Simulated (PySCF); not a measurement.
## Tc²⁺: excitation energy

Tc²⁺ [Kr] 4d5 (6S) → Tc²⁺ [Kr] 4d4 5p1 (high-spin determinant), as a difference of total energies. All numbers are calculated (PySCF 2.14, a scalar-relativistic core potential, in def2-QZVPPD with the def2 core potential (28 electrons) (7s5p4d4f2g, 88 functions)). Correlated levels: valence: 4s2 4p6 frozen; valence and next inner shell: nothing frozen outside the core potential. The calculations carry no spin-orbit coupling.

```
                                method  excitation energy (eV)
                                   UHF                  11.373
                                   LDA                  11.088
                                   PBE                  11.065
                                  PBE0                  11.322
                             CAM-B3LYP                  11.219
                                   M06                  11.772
                               r2SCAN0                  11.503
                         MP2 (valence)                  11.692
                     SCS-MP2 (valence)                  11.479
    MP2 (valence and next inner shell)                  11.685
SCS-MP2 (valence and next inner shell)                  11.558
```

Estimate what r2SCAN gives.

11.336 eV, closest to PBE0 among the rows shown.

Estimate what PBEsol gives.

11.115 eV, closest to LDA among the rows shown.

The determinant of the upper state mixes LS terms, which raises its energy above the lowest term, most at the Hartree-Fock and MP2 levels.
